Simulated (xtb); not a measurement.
Harmonic IR lines of one isomer of CH$_{6}$B$_{2}$O, unscaled. These are GFN2-xTB (xtb) values and carry that method's errors.

```tsv
wavenumber (cm⁻¹)	relative intensity
365	3.9
595	37
671	4.5
714	40
758	92
857	44
867	31
931	38
1093	100
1182	16
1286	97
1378	3.4
2626	49
2645	82
2996	36
3008	19
3043	17
3544	8.1
```

Problem. Identify which structure gives these lines.
A. `BCOB`
B. `BB(C)O`
C. `CBBO`
D. `BCBO`

Solution. B, `BB(C)O`
